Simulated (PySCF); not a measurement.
Electron correlation in Hg²⁺ (mercury, charge +2)

[Xe] 4f14 5d10, closed-shell 1S. Computed with PySCF 2.14 in aug-cc-pVTZ-PP with ECP60MDF (6s6p5d3f2g, 88 functions), with scalar relativity through the core potential. Frozen: 5s2 5p6; 10 electrons correlated.

```
  level  correlation energy (mhartree)
   CCSD                        -312.42
    (T)                         -10.06
CCSD(T)                        -322.48
```

Diagnostics: T1 = 0.0016, D1 = 0.0022, largest double amplitude 0.016.

Task: Is a single reference adequate?

Result: Yes, within this model without spin-orbit coupling: T1 lies below 0.03 and no double amplitude reaches 0.07.
